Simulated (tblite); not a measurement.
A geometry optimisation, step by step.

Species: C5H13FSi.
SMILES with atom numbers: `[CH3:1][CH:2]([CH3:3])[C@H:4]([F:5])[CH2:6][SiH3:7]` (hydrogens: H8, H9, H10 on C1; H11 on C2; H12, H13, H14 on C3; H15 on C4; H16, H17 on C6; H18, H19, H20 on Si7)

Computed with GFN2-xTB (tblite), gas phase: L-BFGS steps from a force-field or distance-geometry start until the largest atomic force falls under 0.01 eV/Å. 6 of its 146 geometries are shown.

Step 0: E = -647.1800 eV, largest atomic force 2.448 eV/Å
```
atom  x, y, z in Å  |  force x, y, z in eV/Å
C1     -1.469    1.058   -0.132   -1.179   2.105   0.414
C2     -0.708   -0.108    0.365    0.799  -0.907   1.652
C3     -1.581   -1.118    1.111   -1.144  -0.228  -0.172
C4      0.111   -0.806   -0.699    0.118  -0.097   0.607
F5      0.749   -1.865   -0.016   -0.085   0.183  -0.887
C6      1.165    0.119   -1.246    0.429  -0.596  -0.842
Si7     2.313    0.667    0.126    1.233   0.509   0.668
H8     -1.223    1.934    0.551   -0.741  -0.824  -0.906
H9     -2.568    0.856   -0.118    0.832   0.356   0.077
H10    -1.225    1.384   -1.146    0.032  -0.209   0.161
H11     0.021    0.230    1.149   -0.420  -0.122  -0.702
H12    -1.106   -2.101    1.181   -0.054   0.349   0.103
H13    -2.529   -1.249    0.545    0.448  -0.073   0.400
H14    -1.841   -0.771    2.127    0.165  -0.128  -0.549
H15    -0.523   -1.219   -1.486    0.011  -0.363   0.013
H16     1.767   -0.476   -1.976   -0.537   0.670   0.185
H17     0.694    0.984   -1.725    0.217  -0.472  -0.168
H18     2.033   -0.051    1.387    0.334   0.193  -0.241
H19     2.207    2.140    0.326   -0.087  -0.392   0.005
H20     3.708    0.401   -0.326   -0.372   0.044   0.183
```

Step 29: E = -647.6257 eV, largest atomic force 0.126 eV/Å
```
atom  x, y, z in Å  |  force x, y, z in eV/Å
C1     -1.551    1.084   -0.089    0.023  -0.028   0.011
C2     -0.747   -0.104    0.464    0.075  -0.053  -0.057
C3     -1.681   -1.134    1.101   -0.016   0.006   0.022
C4      0.085   -0.772   -0.642    0.096   0.050  -0.064
F5      0.640   -1.948   -0.149   -0.059   0.080   0.015
C6      1.234    0.073   -1.183    0.026   0.046  -0.047
Si7     2.519    0.684    0.094   -0.020  -0.025  -0.010
H8     -1.431    1.966    0.536   -0.009  -0.056  -0.017
H9     -2.610    0.836   -0.125    0.026   0.035  -0.012
H10    -1.239    1.340   -1.099    0.011   0.028   0.040
H11    -0.045    0.247    1.229   -0.020  -0.009  -0.037
H12    -1.135   -2.030    1.386    0.001   0.029  -0.012
H13    -2.467   -1.412    0.400    0.035  -0.052   0.026
H14    -2.142   -0.720    1.994   -0.055   0.041   0.006
H15    -0.576   -1.085   -1.466    0.016  -0.040   0.072
H16     1.760   -0.527   -1.931   -0.100  -0.008   0.018
H17     0.822    0.932   -1.710   -0.030  -0.022  -0.046
H18     2.461   -0.083    1.332    0.017  -0.049   0.037
H19     2.252    2.098    0.365   -0.040   0.037   0.059
H20     3.845    0.567   -0.511    0.024  -0.010  -0.006
```

Step 58: E = -647.6931 eV, largest atomic force 0.206 eV/Å
```
atom  x, y, z in Å  |  force x, y, z in eV/Å
C1     -1.521    1.106   -0.099    0.010  -0.023   0.019
C2     -0.726   -0.072    0.469    0.052   0.100  -0.064
C3     -1.671   -1.073    1.135    0.109   0.156  -0.017
C4      0.086   -0.780   -0.621   -0.049  -0.028  -0.018
F5      0.624   -1.939   -0.077    0.059   0.024  -0.020
C6      1.219    0.041   -1.223   -0.080  -0.049   0.047
Si7     2.514    0.631    0.051   -0.055  -0.088  -0.026
H8     -1.691    1.854    0.672   -0.042  -0.039   0.016
H9     -2.488    0.763   -0.457   -0.018   0.016  -0.103
H10    -0.995    1.586   -0.919   -0.034   0.037   0.018
H11    -0.017    0.309    1.210    0.002  -0.068   0.043
H12    -1.104   -1.794    1.711   -0.007  -0.140   0.000
H13    -2.251   -1.593    0.375   -0.021  -0.039   0.055
H14    -2.349   -0.551    1.801   -0.091   0.029   0.091
H15    -0.592   -1.127   -1.415   -0.028  -0.035  -0.010
H16     1.696   -0.581   -1.986   -0.011   0.113   0.051
H17     0.759    0.889   -1.729    0.172  -0.015  -0.113
H18     2.681   -0.396    1.070    0.029  -0.034   0.073
H19     2.031    1.875    0.655    0.027   0.044   0.011
H20     3.790    0.861   -0.627   -0.023   0.038  -0.051
```

Step 87: E = -647.7658 eV, largest atomic force 0.038 eV/Å
```
atom  x, y, z in Å  |  force x, y, z in eV/Å
C1     -1.527    1.106   -0.131   -0.003   0.012   0.000
C2     -0.733   -0.053    0.464    0.012   0.005   0.020
C3     -1.667   -1.026    1.182   -0.017  -0.011   0.002
C4      0.067   -0.788   -0.617    0.023  -0.002  -0.005
F5      0.616   -1.936   -0.058   -0.009  -0.013   0.010
C6      1.214    0.006   -1.226    0.022   0.015  -0.010
Si7     2.507    0.612    0.042    0.003   0.014  -0.011
H8     -2.086    1.609    0.655    0.007  -0.003  -0.015
H9     -2.236    0.742   -0.873    0.016  -0.005  -0.012
H10    -0.874    1.835   -0.603   -0.001  -0.013   0.015
H11    -0.020    0.342    1.194    0.019  -0.002   0.033
H12    -1.096   -1.845    1.612   -0.030  -0.006   0.004
H13    -2.396   -1.440    0.488    0.003   0.003  -0.004
H14    -2.200   -0.518    1.982    0.004   0.004  -0.014
H15    -0.618   -1.151   -1.399    0.001  -0.018  -0.004
H16     1.718   -0.651   -1.938   -0.029   0.004  -0.014
H17     0.806    0.835   -1.802   -0.005   0.012   0.004
H18     2.806   -0.453    0.994   -0.010   0.018   0.015
H19     1.998    1.804    0.731    0.009  -0.013   0.004
H20     3.716    0.982   -0.697   -0.016  -0.001  -0.019
```

Step 116: E = -647.7755 eV, largest atomic force 0.031 eV/Å
```
atom  x, y, z in Å  |  force x, y, z in eV/Å
C1     -1.475    1.112   -0.114   -0.003   0.002   0.001
C2     -0.735   -0.074    0.499    0.007  -0.010  -0.006
C3     -1.726   -1.035    1.155    0.005  -0.005  -0.003
C4      0.087   -0.814   -0.562   -0.003  -0.006  -0.002
F5      0.684   -1.917    0.039    0.002   0.006  -0.003
C6      1.188    0.007   -1.218   -0.004  -0.005   0.000
Si7     2.522    0.640   -0.009    0.005  -0.005   0.003
H8     -2.137    1.555    0.627    0.009   0.002  -0.002
H9     -2.079    0.788   -0.960    0.021   0.011   0.020
H10    -0.784    1.881   -0.451   -0.008  -0.009   0.001
H11    -0.039    0.288    1.263   -0.013   0.001   0.005
H12    -1.203   -1.884    1.587   -0.001   0.003  -0.006
H13    -2.438   -1.407    0.419   -0.001   0.011   0.004
H14    -2.276   -0.529    1.945    0.002  -0.002  -0.009
H15    -0.587   -1.237   -1.323   -0.010   0.003   0.006
H16     1.668   -0.632   -1.962    0.006  -0.006   0.002
H17     0.732    0.830   -1.766    0.001  -0.006  -0.013
H18     2.863   -0.398    0.957   -0.004   0.010   0.005
H19     2.034    1.841    0.680   -0.008  -0.007  -0.002
H20     3.695    0.996   -0.811   -0.003   0.013  -0.002
```

Step 145: E = -647.7814 eV, largest atomic force 0.010 eV/Å
```
atom  x, y, z in Å  |  force x, y, z in eV/Å
C1     -1.384    1.135   -0.064   -0.003   0.006  -0.002
C2     -0.718   -0.107    0.519   -0.007   0.001   0.001
C3     -1.769   -1.040    1.120   -0.004  -0.004   0.000
C4      0.089   -0.854   -0.546   -0.001  -0.005   0.003
F5      0.692   -1.950    0.060    0.006   0.000   0.007
C6      1.183   -0.045   -1.228   -0.001  -0.004   0.001
Si7     2.471    0.707   -0.040   -0.005  -0.002  -0.004
H8     -2.041    1.583    0.678   -0.002   0.005   0.004
H9     -1.983    0.873   -0.934   -0.001   0.000  -0.001
H10    -0.649    1.880   -0.357    0.001  -0.005  -0.002
H11    -0.024    0.194    1.312    0.004  -0.007  -0.006
H12    -1.299   -1.938    1.514    0.000   0.002   0.001
H13    -2.493   -1.335    0.362    0.001   0.005  -0.002
H14    -2.300   -0.543    1.928    0.004  -0.002   0.004
H15    -0.597   -1.284   -1.292    0.004   0.002  -0.007
H16     1.697   -0.721   -1.914    0.003   0.001  -0.005
H17     0.719    0.724   -1.843    0.000   0.000   0.005
H18     2.889   -0.282    0.948   -0.004  -0.003   0.006
H19     1.901    1.883    0.628    0.003   0.001   0.003
H20     3.611    1.132   -0.854    0.003   0.006  -0.005
```

**Question.** Summarise the path.

**Answer.** The energy falls by 13.87 kcal/mol from step 0 to step 145; nine tenths of that is first reached at step 63. It falls at every step. The largest force goes from 2.448 to 0.010 eV/Å. Among the bonds C1–H8 changes most, from 1.138 to 1.087 Å; the atoms move by 0.549 Å rms after alignment.

**Question.** Follow the three bonds and two angles with the largest change from start to end.

**Answer.** 
```
step  E above end (kcal/mol)  largest force (eV/Å)  C1–H8 (Å)  C1–C2 (Å)  C6–Si7 (Å)  C3–C2–H11 (°)  H16–C6–H17 (°)
   0                   13.87                 2.448      1.138      1.479       1.872          103.2           111.5
   6                    6.04                 0.260      1.088      1.529       1.908          107.8           104.8
  13                    4.86                 0.224      1.086      1.534       1.919          106.9           107.3
  19                    4.19                 0.122      1.086      1.536       1.920          107.8           105.3
  25                    3.76                 0.095      1.086      1.536       1.911          108.2           106.9
  32                    3.41                 0.105      1.086      1.535       1.913          108.3           106.3
  38                    3.12                 0.112      1.087      1.535       1.917          108.5           106.3
  44                    2.80                 0.147      1.087      1.535       1.908          108.2           106.7
  50                    2.53                 0.139      1.087      1.534       1.911          108.7           106.0
  57                    2.11                 0.177      1.091      1.528       1.908          109.3           107.2
  63                    1.30                 0.265      1.085      1.525       1.913          107.9           105.6
  69                    0.74                 0.083      1.088      1.526       1.911          108.8           106.3
  76                    0.53                 0.053      1.087      1.526       1.908          107.6           106.2
  82                    0.44                 0.076      1.088      1.527       1.907          107.9           106.7
  88                    0.35                 0.042      1.088      1.525       1.909          108.4           106.6
  95                    0.29                 0.050      1.089      1.526       1.910          108.7           106.4
 101                    0.21                 0.056      1.087      1.527       1.908          108.6           106.5
 107                    0.16                 0.033      1.088      1.525       1.909          108.7           106.6
 113                    0.14                 0.019      1.087      1.526       1.908          108.7           106.5
 120                    0.12                 0.024      1.087      1.526       1.909          108.5           106.4
 126                    0.09                 0.046      1.087      1.526       1.909          108.2           106.7
 132                    0.03                 0.034      1.087      1.526       1.909          108.5           106.3
 139                    0.01                 0.025      1.087      1.526       1.907          108.7           106.5
 145                    0.00                 0.010      1.087      1.525       1.908          108.6           106.5
```

The cost below is that of the whole relaxation. On an Arm Neoverse N1 with one thread, no GPU, shared host, this took 1.8 s.
